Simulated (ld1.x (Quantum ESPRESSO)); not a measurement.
The numbers below are computed, except where a source is named.
**Hardness and transferability of assorted potentials**

Generated with ld1.x 7.5 (TM, RRKJ, ultrasoft, PAW), atompaw 4.2 or ONCVPSP 4.0.1. The cutoff is in Ry: for ld1.x and atompaw files where the sum of valence levels is converged to 10 mRy in a Bessel basis, for ONCV files where the hardest occupied wave has 1 mHa per electron of residual kinetic energy. The error is the largest all-electron minus pseudo excitation energy over each file’s own four to seven test configurations (ionisations up to +4, promotions, holes and added fractions of an electron), all of which were solved. The labels leave out finer settings (local radius, basis sizes, second energies), which also bear on the numbers. Spin-polarised tests are not counted. The rows are a selection from randomly drawn settings: files with unsolved tests, undetermined cutoffs or missed reference levels are left out.

A true bound ghost makes a file unfit for plane-wave use even where its test errors are small: the radial tests pick states by their node count and pass the ghost by.

| element | potential | cutoff (Ry) | largest error (meV) | bound ghosts |
| --- | --- | --- | --- | --- |
| He | TM, PBE, non-relativistic, rc 0.65/0.65 (sp), local p, core correction no, reference 1s2 | 120 | +9.3 | none |
| O | ultrasoft, BP86, scalar-relativistic, rc 0.75/0.95 (sp), local smoothed, core correction yes, reference 2s1.75 2p4.25 | 80 | -29 | none |
| Cr | TM, LDA (PZ), scalar-relativistic, rc 0.80/0.90/1.75 (spd), local s, core correction yes, reference 3s2 3p6 3d5 4s0 4p0 | 160 | +108 | none |
| Se | PAW, LDA (PZ), scalar-relativistic, rc 1.85/1.45/1.00 (spd), local smoothed, core correction yes, reference 3d10 4s1.75 4p4.25 | 160 | -426 | s, p |
| Kr | TM, PBE, scalar-relativistic, rc 1.05/1.45/1.45 (spd), local d, core correction yes, reference 4s2 4p6 | 120 | -131 | p |
| W | PAW, BLYP, scalar-relativistic, rc 1.45/2.55/1.70/1.05 (spdf), local smoothed, core correction yes, reference 4f14 5s2 5p6 5d4 6s0.5 6p0 | 200 | +13 | none |

Question: Fill in the row for B: TM semilocal, PBE, scalar-relativistic, rc 1.25/1.80/1.70 (spd), local s, core correction no, reference 2s1.5 2p0.

Answer: cutoff 21 Ry, largest error +185 meV, bound ghosts: none.
